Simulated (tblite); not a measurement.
Input of a run (GFN2-xTB geometry optimisation, gas phase (tblite 0.8.0)), started from a force field or distance geometry:
```
{"job": {"kind": "relax", "xc": "GFN2-xTB", "basis": "xTB"}, "charge": 0, "multiplicity": 2}
C      2.557000     0.228300     0.432600
C      1.117900     0.392700     0.440600
S      0.437300     1.479100     1.460400
C      0.301500    -0.440000    -0.456800
C     -1.008100    -0.252200    -0.373700
C     -2.228700     0.379900     0.118200
C     -2.372100    -0.543300    -0.806600
H      3.025400    -0.178800    -0.445100
H      3.080200     0.152500     1.376400
H      0.761200    -1.163800    -1.100800
H     -2.675400     1.102800     0.786100
H     -2.995100    -1.157900    -1.457300
```

Output (eV, eV/Å):
```
step      E/eV     max force
  0    -501.47421    3.652
  1    -501.69902    1.201
  2    -501.74691    0.855
  3    -501.79899    0.887
  4    -501.86294    0.787
  5    -501.90766    0.601
  6    -501.93753    0.503
  7    -501.96237    0.603
  8    -502.00179    0.612
  9    -502.02834    0.534
 10    -502.05566    0.403
 11    -502.07594    0.320
 12    -502.09080    0.289
 13    -502.10036    0.272
 14    -502.10650    0.289
 15    -502.11136    0.222
 16    -502.11542    0.169
 17    -502.11799    0.178
 18    -502.12015    0.144
 19    -502.12179    0.142
 20    -502.12317    0.097
 21    -502.12422    0.099
 22    -502.12489    0.075
 23    -502.12535    0.085
 24    -502.12582    0.071
 25    -502.12644    0.084
 26    -502.12724    0.098
 27    -502.12813    0.088
 28    -502.12904    0.082
 29    -502.12988    0.081
 30    -502.13057    0.075
 31    -502.13106    0.065
 32    -502.13140    0.058
 33    -502.13165    0.054
 34    -502.13188    0.054
 35    -502.13206    0.034
 36    -502.13216    0.022
 37    -502.13221    0.016
 38    -502.13225    0.019
 39    -502.13227    0.016
 40    -502.13230    0.014
 41    -502.13232    0.013
 42    -502.13233    0.009
```

Q: Summarise the run.

A: The energy falls by 63.5 kJ/mol over 42 L-BFGS steps, the largest force on an atom goes from 3.65 to 0.009 eV/Å, and the atoms move by 0.226 Å rms after alignment. The bond that changes most is C1–C2 (ends: carbon bonded to C and 2 H; carbon bonded to 2 C and S), which shortens by 0.094 Å. Bonds longer at the end by more than 0.005 Å: 3 of 12; shorter: 7. Among the angles that change most is C2–C4–C5, from 115.4° to 123.4°. Among the dihedrals that turn most is H9–C1–C2–C4, from -133° to 180°. The energy never rose by more than 1e-5 eV on the way. The first step brought 34 % of the lowering.

Q: What are the final bond lengths?

A: C1–C2 1.354 Å, C2=S3 1.729 Å, C2–C4 1.446 Å, C4=C5 1.326 Å, C5–C6 1.442 Å, C6=C7 1.328 Å, C5–C7 1.440 Å, C1–H8 1.077 Å, C1–H9 1.075 Å, C4–H10 1.082 Å, C6–H11 1.062 Å, C7–H12 1.063 Å. Numbering counts from 1 in the input's order; the species is `[CH2]C(C=C1C=C1)=S` [radical].

The run took 0.25 s of wall time on one thread of an Arm Neoverse V1, shared host.

Its GFN2-xTB frequencies are all real (lowest 72 cm⁻¹). 3 starts were optimised and ended at 0.00, 1.57 and 1.57 kcal/mol (GFN2-xTB); the lowest of these is shown.

One conformer stands for the species.

All values are computed, not measured.
